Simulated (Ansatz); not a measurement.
Abridged output of a molecular run in Ansatz:

```
Functional definition: HF
926 factors; integrals over basis functions are off by at most 1.3e-3 eV
mean field evaluation 1: about -4875.2684 eV, gradient 3.6e1 eV
mean field evaluation 2: about -4875.2713 eV, gradient 3.6e1 eV
mean field evaluation 4: about -4878.3733 eV, gradient 3.6e0 eV
mean field evaluation 8: about -4878.4139 eV, gradient 1.7e-4 eV
mean field -4878.41390919 eV, -179.2784044550 hartree, gradient 2.7e-6 eV, S^2 0.000000; 0 other end points of the search recorded, 0 dependent functions left out
4 core orbitals not correlated: weight in the atoms' cores, before any rotation towards them, 1.000 or more for the frozen orbitals, at most 0.000 for the correlated occupied ones
reference -4878.41390919 eV, -179.2784044550 hartree; 12, 12 occupied and 75, 75 virtual orbitals, 926 factors
second order -15.31366833 eV of doubles, -0.00000000 eV of singles
cycle   1  -16.09589327 eV  change   -7.8e-1 eV  update   8.5e-2
cycle   2  -16.49075843 eV  change   -3.9e-1 eV  update   2.5e-2
cycle   3  -16.58305301 eV  change   -9.2e-2 eV  update   1.3e-2
cycle   4  -16.58068244 eV  change    2.4e-3 eV  update   3.8e-3
cycle   5  -16.58025556 eV  change    4.3e-4 eV  update   1.5e-3
cycle   6  -16.58016626 eV  change    8.9e-5 eV  update   4.3e-4
cycle   7  -16.57997548 eV  change    1.9e-4 eV  update   1.3e-4
cycle   8  -16.57995142 eV  change    2.4e-5 eV  update   3.8e-5
cycle   9  -16.57995422 eV  change   -2.8e-6 eV  update   1.1e-5
perturbative correction -0.43214446 eV, -0.0158810159 hartree
Total energy: -4895.42600787 eV, -179.9035875501 hartree
```

Its atoms:

```xyz
11

C     1.363   -0.352    0.333
C    -0.052   -0.481   -0.227
B    -0.851    0.869   -0.275
O    -2.171    0.968    0.014
H     1.350   -0.049    1.383
H     1.912   -1.295    0.271
H     1.933    0.402   -0.214
H    -0.607   -1.263    0.308
H     0.010   -0.829   -1.269
H    -0.323    1.898   -0.602
H    -2.564    0.131    0.278
```

Q: Which basis set was used?
A. cc-pV(T+d)Z
B. def2-TZVPPD
C. def2-SVPD
D. def2-SVP

A: D. It gives 91 functions.

Q: Write the keys of the input that set method, charge and spin (a neutral closed shell needs none for the last two).

A: 
```yaml
correlation: {method: ccsd_t}
```
